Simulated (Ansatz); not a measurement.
Mulliken charges of `[AlH2][BH][GeH3]` from ωB97M-V/def2-TZVPP in Ansatz (PBE0-D4/def2-TZVP geometry).

```tsv
atom	x (Å)	y (Å)	z (Å)	charge (e)
Al1	-0.979	1.068	-1.488	0.315
B2	0.506	0.657	-0.056	-0.116
Ge3	0.526	-1.033	1.129	-0.109
H4	-0.860	0.501	-2.971	-0.110
H5	-2.276	1.900	-1.085	-0.110
H6	1.449	1.374	0.138	0.110
H7	1.678	-1.934	0.632	0.007
H8	-0.763	-1.877	1.076	0.005
H9	0.807	-0.702	2.608	0.008
```

Q: By hand: the dipole of these point charges (1 e Å = 4.8032 D).

A: Σ q r = (0.094, 0.231, -0.093) e Å, of length 0.266 e Å = 1.28 D.

Q: How does the dipole of the full density compare? (Best estimate.)

A: Computed: (0.076, 0.109, -0.006) e Å, 0.64 D; the point charges give 2.00 times that, at 22° from its direction.

Point charges leave out the atoms' own dipoles, such as those of lone pairs, and Mulliken's split depends on the basis, so the two needn't agree.
